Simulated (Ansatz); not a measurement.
Geometry optimisation, RHF/def2-SVP in Ansatz.

input.yaml

```yaml
crystal:
  periodic: [false, false, false]
  atoms:
    - { symbol: Sn, position_ang: [0.41124, 0.12281, -0.289835] }
    - { symbol: O, position_ang: [-0.834233, 0.035917, 2.605492] }
    - { symbol: H, position_ang: [-1.606604, 0.583912, 2.587479] }
    - { symbol: O, position_ang: [1.262707, 0.048166, -2.025237] }
    - { symbol: H, position_ang: [1.895379, -0.635371, -2.192561] }
    - { symbol: O, position_ang: [-1.211082, 1.153944, -0.513588] }
    - { symbol: H, position_ang: [-1.40671, 1.446506, -1.393177] }
    - { symbol: O, position_ang: [0.169234, -1.679357, 0.353839] }
    - { symbol: H, position_ang: [-0.230295, -1.708828, 1.21476] }
    - { symbol: Cl, position_ang: [1.803554, 1.330911, 1.230866] }
    - { symbol: H, position_ang: [-0.09579, 0.627589, 2.821262] }
basis:
  gaussian: { orbitals: def2-SVP }
hamiltonian:
  xc: hf
relax:
  f_tol: 0.03
  max_steps: 50
```

Launched with:

```bash
$ ansatz run input.yaml --threads 2 --pin off --max-ram 3072MiB --backend cpu --events-out ev --progress --plain --runs-dir out
```

Problem. Where does it end, and by what steps?

Solution. It converged. After 11 steps the energy has fallen by 0.216 eV; H3 moved furthest, 0.72 Å.

```
step  energy less start (eV)  largest force component (eV/Å)  accepted
   0                  0.0000                           1.014       yes
   1                  0.0255                           2.341        no
   2                 -0.0486                           1.056       yes
   3                 -0.0748                           0.829       yes
   4                 -0.1130                           0.820       yes
   5                 -0.1561                           0.814       yes
   6                 -0.1848                           0.782       yes
   7                 -0.2044                           0.636       yes
   8                 -0.2115                           0.244       yes
   9                 -0.2045                           0.284        no
  10                 -0.2151                           0.066       yes
  11                 -0.2162                           0.016       yes
```

```xyz
11
Properties=species:S:1:pos:R:3
Sn 0.433 0.110 -0.021
O -0.792 0.204 2.182
H -1.539 0.714 1.886
O 1.054 0.123 -1.867
H 1.619 -0.580 -2.149
O -1.218 1.134 -0.223
H -1.393 1.427 -1.105
O 0.345 -1.779 0.395
H -0.047 -1.990 1.229
Cl 2.062 1.263 1.204
H -0.367 0.701 2.869
```

Whether the end is a true minimum wasn't checked by a vibrational analysis.

Time of the run: 50 s on 2 threads of Intel(R) Xeon(R) Platinum 8488C (Sapphire Rapids), on a shared host, peak memory 0.34 GiB.
